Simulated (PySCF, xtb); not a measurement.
Si(SH)2 (H2S2Si), SMILES [Si](S)S (connectivity only; charge and spin as stated), neutral, multiplicity 1. One conformer was computed; it need not be the lowest.

Harmonic wavenumbers (cm⁻¹) from GFN2-xTB run with xtb 6.7.1 at its own minimum, in rising order: 159, 239, 245, 432, 478, 639, 713, 2447, 2468.

**Question.** What does PBE0-D3(BJ)/def2-TZVP run with PySCF give at its own minimum? (The exact figures need the calculation; the answer reports its results.)

**Answer.** 182, 306, 399, 482, 508, 688, 770, 2677, 2700. Paired by order, the mean absolute difference is 99 cm⁻¹ and the zero-point energies are 11.2 and 12.5 kcal/mol.
